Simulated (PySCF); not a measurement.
**Vertical excitation energies**

Species: C3H11NSi3.
Geometry (GFN2-xTB, Å), atoms numbered from 1 in this order:
```
atom  x, y, z in Å
C1    -0.1466   -1.3055    1.6763
Si2    0.0326   -0.2392    0.0902
Si3    2.2927   -0.0277   -0.4704
Si4   -1.5129   -0.9452   -1.5155
C5    -0.5599    1.5158    0.7079
C6    -0.4928    2.4508   -0.3618
N7    -0.4205    3.1644   -1.2554
H8    -1.1718   -1.3356    2.0367
H9     0.1553   -2.3292    1.4767
H10    0.4746   -0.9380    2.4892
H11    3.1119    0.5257    0.6155
H12    2.4782    0.8375   -1.6340
H13    2.8622   -1.3402   -0.7921
H14   -1.4565   -0.1146   -2.7168
H15   -2.9012   -0.9220   -1.0385
H16   -1.2366   -2.3286   -1.9152
H17   -1.5880    1.4685    1.0705
H18    0.0707    1.8694    1.5252
```

Method used: TDDFT PBE0/def2-SVPD, vertical, gas phase, core orbitals frozen in the response in PySCF 2.14.0, density-fitted response routines.

```tsv
state	E (eV)	E (kJ/mol)	λ (nm)	f	main configurations (H = HOMO, L = LUMO)
S1	6.49	627	190.9	0.179	H→L (84%), H→L+1 (11%)
S2	6.62	638	187.4	0.010	H-1→L (97%)
S3	6.67	643	186.0	0.060	H→L+1 (87%), H→L (10%)
S4	6.86	662	180.8	0.0004	H-2→L (94%)
S5	7.00	676	177.0	0.038	H-1→L+1 (91%)
S6	7.31	706	169.5	0.0038	H-1→L+3 (62%), H-1→L+7 (9%)
S7	7.40	714	167.5	0.018	H→L+2 (75%), H-2→L+1 (12%)
S8	7.40	714	167.5	0.045	H-2→L+1 (62%), H→L+3 (17%), H→L+2 (15%)
```

Triplets (Tamm–Dancoff): T1 5.47 eV, H→L (96%); T2 6.00 eV, H→L+1 (92%); T3 6.00 eV, H-1→L (69%), H-2→L (18%).

The lowest singlet comes at 191 nm (627 kJ/mol) in the vacuum ultraviolet; it is strong; its leading configuration is HOMO→LUMO (84%). The lowest level is also the most intense of those listed (f = 0.179). S7/S8 lie within about 0.01 eV of each other. Löwdin shares by element: HOMO silicon 70%, carbon 5% or more (atoms not listed hold the other 26%); LUMO silicon 68%, hydrogen 9% or more (atoms not listed hold the other 23%). The oscillator strengths of these states sum to 0.355; summed over the whole spectrum of an exact calculation they would give the number of electrons, 78 (Thomas–Reiche–Kuhn). Weighted by f, the mean energy of these states is 6.75 eV. The listed states span 0.91 eV, and the widest gap between neighbours is 0.31 eV (S5 to S6). Only the lowest 8 singlets were computed, as vertical energies without vibronic structure.

One conformer stands for the species.
